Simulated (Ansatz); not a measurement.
Frontier orbitals of F₂HInS (`[F][In]([F])[SH]`).

The species carries charge 0 and has multiplicity 1. Correlated methods include outer-core shells of In, which these sets cover unevenly. In takes the def2 core potential. All single points use the PBE0-D4/def2-TZVP geometry. It is one conformer, not always the lowest. Basis def2-TZVPP, Ansatz.

Q: Compute the vertical ionisation energy as the energy of the cation minus that of the neutral molecule, at each level. (An estimate is asked.)

A: Ansatz gave: 
| level | IE (eV) | difference from CCSD(T)/def2-TZVPP |
| --- | --- | --- |
| PBE-D4/def2-TZVPP | 10.67 | -0.17 |
| r2SCAN-D4/def2-TZVPP | 10.77 | -0.07 |
| PBE0-D4/def2-TZVPP | 10.85 | 0.01 |
| B3LYP-D4/def2-TZVPP | 10.91 | 0.07 |
| ωB97X-V/def2-TZVPP | 10.90 | 0.06 |
| ωB97M-V/def2-TZVPP | 10.91 | 0.07 |
| B2PLYP/def2-TZVPP | 10.84 | 0.00 |
| HF/def2-TZVPP | 9.82 | -1.02 |
| MP2/def2-TZVPP | 10.93 | 0.08 |
| CCSD/def2-TZVPP | 10.80 | -0.05 |
| CCSD(T)/def2-TZVPP | 10.84 | 0.00 |
| HF/def2-QZVPP | 9.79 | -1.05 |
| MP2/def2-QZVPP | 11.04 | 0.20 |

B3LYP here is the variant with VWN-RPA as its local correlation; programs differ in this.
